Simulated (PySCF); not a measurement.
Input file for PySCF: R-B3LYP/6-31G* on C2H6S (SMILES CSC) with ghost functions, monomers drawn apart or pushed together.

```python
from pyscf import gto, scf, dft, mp
from pyscf.data.elements import chemcore

mol = gto.M(
    atom='''
    C    -0.55536853    1.59662353    3.68379792
    S     0.06694589   -0.09386465    3.51382501
    C    -1.45351207   -1.03658073    3.78471193
    H    -0.89623261    1.76984891    4.70318131
    H     0.27623881    2.26205278    3.46102773
    H    -1.36161281    1.77625715    2.97535220
    H    -1.80628402   -0.89385746    4.80477749
    H    -1.20589851   -2.08472066    3.62955443
    H    -2.21752961   -0.73622570    3.07038896
    ghost-C   -1.51032191    0.33004457    0.53176612
    ghost-Ga    0.30996975   -0.26752885    1.13283484
    ghost-C    1.81906944    1.03865537    0.96645145
    ghost-C    0.70473382   -2.23053000    1.09050667
    ghost-H   -1.54571459    0.30108304   -0.56090443
    ghost-H   -1.73796405    1.35583810    0.82954494
    ghost-H   -2.30959411   -0.32094290    0.89253359
    ghost-H    2.17880076    1.06063167   -0.06556738
    ghost-H    2.66383589    0.76351052    1.60108724
    ghost-H    1.51165169    2.05503152    1.22264673
    ghost-H    0.95315248   -2.53711066    0.07106587
    ghost-H    1.55590272   -2.48567502    1.72493533
    ghost-H   -0.15304974   -2.82812211    1.40708366
    ''',
    basis='6-31g*',
    cart=True,
    charge=0, spin=0, verbose=3, max_memory=1800)
mf = dft.RKS(mol, xc='b3lyp')
mf.conv_tol = 1e-8
mf.max_cycle = 100
mf.kernel()
if not mf.converged:
    mf = mf.newton().run(mf.mo_coeff, mf.mo_occ)
```

The log:

```
converged SCF energy = -478.01462962023
```

Self-consistency was reached.

Cost: about 23 core-seconds (a rough figure).
